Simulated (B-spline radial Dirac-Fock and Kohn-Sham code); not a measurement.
**Photoemission from As at 6490 eV, detector at θ = 60°, φ = 180°**

System: the As atom, configuration [Ar] 3d10 4s2 4p3. These are calculated numbers from a radial atomic solver; the model is Dirac-Hartree-Slater photoionisation with a Latter tail; cross sections with all multipoles, angular parameters from the dipole term and its interference with E2. Thresholds are tabulated edges, those marked * orbital energies of the model. For linearly polarised light dσ/dΩ = σ/(4π) [1 + β P₂(cos θ) + (δ + γ cos²θ) sin θ cos φ], with θ from the polarisation vector and φ the angle between the beam and the projection of the electron momentum on the plane normal to the polarisation. The dipole factor is 1 + βP₂ and the non-dipole term is the rest of the bracket. Open shells are filled statistically over j.

Input file task.json (cfg lists n, l and occupation; rrms is the nuclear radius in fm):

```json
{"items": [{
  "Z": 33,
  "q": 0,
  "cfg": [[1, 0, 2], [2, 0, 2], [2, 1, 6], [3, 0, 2], [3, 1, 6], [3, 2, 10], [4, 0, 2], [4, 1, 3]],
  "A": 75,
  "rrms": 4.0968,
  "do": "xps",
  "hv": [55.8, 60, 66.6, 69.8, 76.7, 77.3, 80, 105.0, 106.0, 193.0, 200, 301.0, 400, 479.0, 495.0, 553.0, 640.0, 694.0, 1000, 1140.0, 3040.0, 4330.0, 4520.0, 4580.0, 5414.7, 6490.0, 7130.0, 9251.7, 12000, 13000.0],
  "edges": {"K": 11867.0, "L1": 1527.0, "L2": 1359.1, "L3": 1323.6, "M1": 204.7, "M2": 146.2, "M3": 141.2}
}]}
```

Run with: `python xray2_run.py task.json out`

```tsv
subshell	threshold (eV)	σ (kb)	β	γ	δ	dipole factor	non-dipole term	dσ/dΩ (kb/sr)
2s	1527.0	5.88	2.00	0.54	0.000	0.750	-0.117	0.296
2p1/2	1359.1	2.91	1.19	1.20	0.098	0.852	-0.345	0.117
2p3/2	1323.6	5.33	1.20	1.22	0.097	0.850	-0.349	0.212
3s	204.7	0.915	2.00	0.71	0.000	0.750	-0.154	0.0434
3p1/2	146.2	0.383	1.11	1.21	0.098	0.861	-0.345	0.0157
3p3/2	141.2	0.699	1.13	1.22	0.097	0.859	-0.349	0.0284
3d3/2	50.34*	0.0408	0.55	1.10	0.328	0.932	-0.522	0.00133
3d5/2	49.54*	0.0582	0.54	1.09	0.333	0.933	-0.525	0.00189
4s	17.22*	0.0891	2.00	0.73	0.000	0.750	-0.159	0.00419
4p1/2	7.65*	0.0111	1.11	1.21	0.098	0.862	-0.346	0.000456
4p3/2	7.35*	0.0199	1.12	1.22	0.097	0.860	-0.349	0.000808
```
